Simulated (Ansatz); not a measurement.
`N[Si](O)([SiH3])Cl` + `CC[SeH]` → `CC[Se][SiH3]` + `N[SiH](O)Cl`  (cleavage of the Si–Si bond)

Calculated with Ansatz (gas phase, PBE0-D4/def2-TZVP geometries, no zero-point term in ΔE). CCSD(T)/CBS adds triple-zeta CCSD(T) − MP2 to the extrapolated MP2 energy (def2 sets, frozen cores). Functionals use def2-TZVPP. B3LYP here is the variant with VWN-RPA as its local correlation; programs differ in this. HSE06 is defined as in plane-wave codes. For Se outer-core shells are correlated without core-valence functions, which leaves a few kJ/mol of doubt a bond. Scalar relativity is left out up to krypton. Each species was taken in one conformer, which may not be the lowest.

| level | ΔE (kcal/mol) | difference from CCSD(T)/CBS |
| --- | --- | --- |
| LDA (SPW92) | -13.0 | 4.0 |
| PBE-D4 | -13.2 | 3.8 |
| revPBE-D4 | -13.4 | 3.6 |
| BLYP-D4 | -14.0 | 3.0 |
| r2SCAN-D4 | -15.6 | 1.4 |
| B97M-V | -14.3 | 2.7 |
| PBE0-D4 | -14.5 | 2.5 |
| B3LYP-D4 | -15.1 | 1.9 |
| r2SCAN0-D4 | -16.4 | 0.6 |
| HSE06-D4 | -14.6 | 2.4 |
| BHLYP-D4 | -16.6 | 0.4 |
| CAM-B3LYP-D4 | -15.4 | 1.6 |
| ωB97X-V | -15.4 | 1.6 |
| ωB97M-V | -16.6 | 0.4 |
| B2PLYP | -16.7 | 0.3 |
| PBE-QIDH | -16.9 | 0.1 |
| PBE | -13.5 | 3.5 |
| revPBE | -13.5 | 3.5 |
| BLYP | -14.5 | 2.5 |
| r2SCAN | -15.7 | 1.3 |
| B3LYP | -15.5 | 1.5 |
| r2SCAN0 | -16.5 | 0.5 |
| HSE06 | -14.9 | 2.1 |
| BHLYP | -17.0 | 0.0 |
| CAM-B3LYP | -15.7 | 1.3 |
| RPA@PBE/def2-TZVPP | -15.7 | 1.3 |
| HF/def2-SVP | -17.6 | -0.6 |
| MP2/def2-SVP | -17.2 | -0.2 |
| CCSD/def2-SVP | -15.3 | 1.7 |
| CCSD(T)/def2-SVP | -15.1 | 1.9 |
| HF/def2-TZVPP | -18.7 | -1.7 |
| MP2/def2-TZVPP | -18.6 | -1.6 |
| SCS-MP2/def2-TZVPP | -18.3 | -1.3 |
| CCSD/def2-TZVPP | -16.4 | 0.6 |
| HF/def2-QZVPP | -18.8 | -1.8 |
| MP2/def2-QZVPP | -19.1 | -2.1 |
| SCS-MP2/def2-QZVPP | -18.7 | -1.7 |
| HF/CBS(def2) | -18.8 | -1.8 |
| MP2/CBS(def2) | -19.4 | -2.4 |
| CCSD/CBS(def2) | -17.2 | -0.2 |
| CCSD(T)/CBS | -17.0 | 0 |

What do rigid-rotor, harmonic-oscillator terms from PBE0-D4/def2-TZVP frequencies (298.15 K, 1 bar) make of the CCSD(T)/CBS value? (Estimate.)

Computed: ΔZPE = +1.4 kcal/mol, ΔH = -16.2 kcal/mol, ΔS = -13 J/(mol·K), ΔG = -15.2 kcal/mol. Modes under 50 cm⁻¹ make the entropy rough.

Largest T1 diagnostic among the species: 0.012.

From PBE to PBE0 (25 % exact exchange), in def2-TZVPP and without D4, ΔE moves by −1.4 kcal/mol. Leaving LDA and LC-ωPBE aside and taking each functional with its dispersion term where it has one, the values spread over 3.7 kcal/mol, from PBE-QIDH to PBE-D4. At CCSD(T), def2-SVP lies +1.9 kcal/mol from the extrapolated value and def2-TZVPP +0.8 kcal/mol.

CCSD(T)/CBS has its own doubt, a few kJ/mol and more with outer-core shells, so smaller differences from it don't rank the levels.
